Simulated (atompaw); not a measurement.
## Before and after: PAW (atompaw) potential for rubidium (Rb)

atompaw 4.2.0.5 input, output lines left out:

```
Rb 37
GGA-PBESOL scalarrelativistic loggrid 1500 logderivrange -3 5 201
5 5 4 0 0 0
5 0 0.75
5 1 0
4 2 0
0 0 0
c
c
c
c
v
c
c
v
v
c
v
2
3.00 2.25 3.00 2.25
y
2.4
n
n
y
0.3
n
custom polynom2 7 10 vanderbiltortho gaussian
bessel
3.00
3.00
2.60
2.90
3.00
3.00
```

All-electron outer shells of the reference configuration (PBEsol, scalar-relativistic, ld1.x):

| shell | level (eV) | outermost node (bohr) | outermost maximum (bohr) |
| --- | --- | --- | --- |
| 3d | -105.27 | – | 0.39 |
| 4s | -33.18 | 0.62 | 1.25 |
| 4p | -17.25 | 0.64 | 1.42 |
| 5s | -3.12 | 1.78 | 4.22 |
| 5p | -1.45 | 2.19 | 5.84 |
| 4d | -0.71 | 0.70 | 5.15 |

Change: local potential troulliermartins scheme with l = 3 at -0.5 Ry, radius 3.00 bohr.

Cutoffs: the cutoffs (Ry, on a coarse ladder) from which the occupation-weighted sum of valence levels, in a spherical-Bessel basis at the reference potential, stays within 10 and 1 mRy of its value at 400 Ry; they do not see the model core or the augmentation charge, which bear on the density cutoff.

Question: What does the change do?

Answer: The potential gets neither clearly harder nor softer (25 Ry and 55 Ry → 25 Ry and 55 Ry); a bound ghost appears in s, which as a rule spoils a file; the range in which the s phases agree widens (upper end 0.3 → 4.4). A state that the projectors do not describe sees the local part alone, so a deeper or shallower local part can create or remove a ghost.

| quantity | base | changed |
| --- | --- | --- |
| cutoff, loose | 25 Ry | 25 Ry |
| cutoff, tight | 55 Ry | 55 Ry |
| bound ghosts | none | s |
| s: phases at 3.02 bohr within 0.05 rad from the reference energy up to (Ry; the scan ends near 5) | 0.3 | 4.4 |
| p: phases at 3.02 bohr within 0.05 rad from the reference energy up to (Ry; the scan ends near 5) | 0.8 | 0.6 |
| d: phases at 3.02 bohr within 0.05 rad from the reference energy up to (Ry; the scan ends near 5) | 2.2 | 2.3 |
| lowest overlap eigenvalue by channel | s 0.40, p 0.70, d 0.92 | s 0.38, p 0.70, d 0.92 |

 A true bound ghost makes a file unfit for plane-wave use even where its test errors are small: the radial tests pick states by their node count and pass the ghost by. The cutoffs see the waves, projectors and local potential, not the compensation charge or the core.
